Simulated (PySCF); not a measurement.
Computed shifts of a molecule C₂H₇ClSi, B3LYP/pcSseg-1 (PySCF), GIAO, gas phase, atoms alike by connectivity averaged where their shifts nearly agree, in ppm (number of nuclei): ²⁹Si: 22.2 (1). ¹³C: 5.3 (2). ¹H: 5.36 (1), 0.73 (6). References: ²⁹Si against TMS (σ = 338.7 ppm); ¹³C against TMS (σ = 181.3 ppm); ³⁵Cl against HCl (σ = 933.3 ppm); ¹H against TMS (σ = 31.68 ppm), references at their B3LYP-D3(BJ)/def2-TZVP geometries, non-relativistic (without spin–orbit terms, shifts of atoms bonded to Cl or Br come out too high). Coordinates come from a B3LYP-D3(BJ)/def2-SVP optimisation. Other conformers were not sampled.

**Question.** Which structure fits?
A) [SiH3]CCCl
B) CC[SiH2]Cl
C) C[SiH](C)Cl

**Answer.** C, C[SiH](C)Cl
